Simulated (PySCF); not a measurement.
**Electron affinity of Te by level of theory**

Te- [Kr] 4d10 5s2 5p5 (2P) → Te [Kr] 4d10 5s2 5p4 (3P), as a difference of total energies. All numbers are calculated (PySCF 2.14, scalar relativity through the core potential, in def2-TZVPPD with the def2 core potential (28 electrons) (7s6p4d2f, 59 functions)). Correlated levels: valence and next inner shell: nothing frozen outside the core potential. The calculations carry no spin-orbit coupling.

| method | electron affinity (eV) |
| --- | --- |
| UHF | 1.054 |
| MP2 (valence and next inner shell) | 1.845 |
| SCS-MP2 (valence and next inner shell) | 1.819 |
| CCSD (valence and next inner shell) | 1.805 |
| CCSD(T) (valence and next inner shell) | 1.869 |

Q: How much does correlation contribute at CCSD(T) (valence and next inner shell)?

A: 1.869 − (1.054) = 0.815 eV, measured against UHF.

The reference lies between the lowest fine-structure levels, while these numbers refer to the centres of the terms.

Errors of the correlated levels include the incompleteness of this basis.

For comparison: 1.971 eV (measured; photodetachment measurements, as compiled on the Wikipedia data page of electron affinities).
